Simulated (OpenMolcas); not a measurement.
## As III: the spin-orbit constant, worked from levels

```json
{
 "Program": "OpenMolcas 26.06",
 "Basis": "ANO-RCC-VTZP [6s5p3d1f]",
 "Scalar Hamiltonian": "DKH2, point nucleus",
 "Active space": "3 electrons in 4 orbitals (4s 4p)",
 "State averaging": "2S+1 = 4 odd, 1 root; 2S+1 = 2 odd, 11 roots; 2S+1 = 4 even, 3 roots; 2S+1 = 2 even, 9 roots",
 "Spin-orbit coupling": "RASSI with atomic mean-field integrals over the reference wave functions, term energies averaged over their components"
}
```

Methods: CASSCF; MS-CASPT2, IPEA 0.25 Eh, imaginary shift 0.1 Eh (closed shells correlated: 3d). Measured levels: Moore, Atomic Energy Levels, vol. II, NSRDS-NBS 35 (1971 reprint of NBS Circular 467, 1952).

**The spin-orbit constant.** For the Hund term ²P° of p1, E(J) = (A/2) J(J+1) + constant and ζ = 2S·A = A. From J = 1/2 to J = 3/2 the energy changes by 1.5 A.

```json
{"Source": "CASSCF", "E(3/2) - E(1/2)": "2608.8", "A": "1739.2", "ζ": "1739"}
{"Source": "MS-CASPT2", "E(3/2) - E(1/2)": "2621.9", "A": "1747.9", "ζ": "1748"}
{"Source": "measured", "E(3/2) - E(1/2)": "2940.0", "A": "1960.0", "ζ": "1960"}
```

All in cm-1. MS-CASPT2 is off by -10.8 % and CASSCF by -11.3 %. Both methods take the spin-orbit matrix elements from the reference wave functions, so the second can move ζ only through the term energies and any multistate remixing.

Over all roots computed the reference weight is 0.89 to 0.99 in MS-CASPT2; the roots of lowest weight are the least certain, and an intruder state may touch them. Measured partners are found by configuration, term and J. A level has none where our copy of the source lacks it or the pairing is in doubt (some pairs that miss far off the trend of their configuration count as doubtful), and it then counts in no deviation. Levels of configurations outside the active space are missing.

° marks odd parity.
